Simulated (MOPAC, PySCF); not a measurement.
AlI₃, SMILES `[I][Al]([I])[I]`, neutral singlet in the gas phase. 

Cartesian coordinates (Å):
SMILES: [I][Al]([I])[I]
```xyz
4

I     -1.9887    -1.3496     0.3532
Al     0.0000     0.0000    -0.1867
I     -0.1731     2.4542    -0.3088
I      2.1618    -1.1045    -0.6043
```
Charge 0, spin multiplicity 1.

All levels are single points at this geometry (B3LYP-D3(BJ)/def2-TZVP); Pople sets use spherical d functions. Orbital energies aren't observables, and empty levels follow the basis.

```csv
level,HOMO (eV),LUMO (eV),gap (eV),dipole (D),"vertical IE, Delta-SCF (eV)"
B3LYP-D3(BJ)/def2-TZVP in PySCF,-7.47,-2.21,5.26,0.00,9.28
PBE-D3(BJ)/def2-TZVP in PySCF,-6.62,-2.74,3.87,0.00,8.94
B3LYP/6-311+G** (LANL2DZ on I) in PySCF,-7.60,-2.32,5.28,0.00,–
B3LYP/6-31G* (LANL2DZ on I) in PySCF,-7.60,-2.30,5.30,0.00,9.49
B3LYP/LANL2DZ in PySCF,-7.74,-2.57,5.17,0.00,–
BP86/6-31G* (LANL2DZ on I) in PySCF,-6.87,-2.97,3.90,0.00,–
M06-2X/6-31G* (LANL2DZ on I) in PySCF,-8.75,-1.57,7.18,0.00,–
PBE/6-31G* (LANL2DZ on I) in PySCF,-6.76,-2.86,3.90,0.00,9.18
HF/6-31G* (LANL2DZ on I) in PySCF,-10.28,0.65,10.93,0.00,9.96
AM1 in MOPAC,-10.88,-2.90,7.98,0.00,–
PM3 in MOPAC,-9.80,-5.01,4.79,0.00,–
PM6 in MOPAC,-9.93,-0.97,8.95,0.00,–
PM7 in MOPAC,-9.32,-2.38,6.94,0.00,–
```
